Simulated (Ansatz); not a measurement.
`O[SiH](O)/C=C\[SiH2]Cl` and `O[SiH](O)/C=[CH]\[GeH3]` differ in one atom or group.

Ansatz, PBE0-D4/def2-TZVP geometries, multiplicity 1. Each molecule was computed in one conformer, which needn't be the lowest.

Scalar relativity is left out up to krypton.

```json
{"property": "HOMO energy (B3LYP/def2-TZVPP) / eV", "`O[SiH](O)/C=C\\[SiH2]Cl`": "-8.00"}
{"property": "LUMO energy (ωB97M-V/def2-TZVPP) / eV", "`O[SiH](O)/C=C\\[SiH2]Cl`": "0.64"}
{"property": "HOMO–LUMO gap (PBE0/def2-TZVPP) / eV", "`O[SiH](O)/C=C\\[SiH2]Cl`": "6.84"}
{"property": "size of the dipole moment (PBE/def2-TZVPP) / D", "`O[SiH](O)/C=C\\[SiH2]Cl`": "2.56"}
{"property": "HOMO energy (ωB97M-V/def2-TZVPP) / eV", "`O[SiH](O)/C=C\\[SiH2]Cl`": "-10.43"}
{"property": "size of the dipole moment (B3LYP/def2-TZVPP) / D", "`O[SiH](O)/C=C\\[SiH2]Cl`": "2.57"}
```

Give the same properties after the change, and the shifts. (An estimate is asked.)

The calculation gave: 
```json
{"property": "HOMO energy (B3LYP/def2-TZVPP) / eV", "`O[SiH](O)/C=[CH]\\[GeH3]`": "-7.73", "shift": "0.27"}
{"property": "LUMO energy (ωB97M-V/def2-TZVPP) / eV", "`O[SiH](O)/C=[CH]\\[GeH3]`": "0.99", "shift": "0.35"}
{"property": "HOMO–LUMO gap (PBE0/def2-TZVPP) / eV", "`O[SiH](O)/C=[CH]\\[GeH3]`": "6.94", "shift": "0.10"}
{"property": "size of the dipole moment (PBE/def2-TZVPP) / D", "`O[SiH](O)/C=[CH]\\[GeH3]`": "0.80", "shift": "-1.76"}
{"property": "HOMO energy (ωB97M-V/def2-TZVPP) / eV", "`O[SiH](O)/C=[CH]\\[GeH3]`": "-10.16", "shift": "0.27"}
{"property": "size of the dipole moment (B3LYP/def2-TZVPP) / D", "`O[SiH](O)/C=[CH]\\[GeH3]`": "0.74", "shift": "-1.83"}
```

With PBE0 the HOMO rises by 0.26 eV and the LUMO rises by 0.37 eV, so the gap widens by about 0.11 eV. PBE moves the HOMO by 0.17 eV and ωB97M-V by 0.27 eV. Dipoles are sizes alone; their direction can turn.

B3LYP here is the variant with VWN-RPA as its local correlation; programs differ in this.
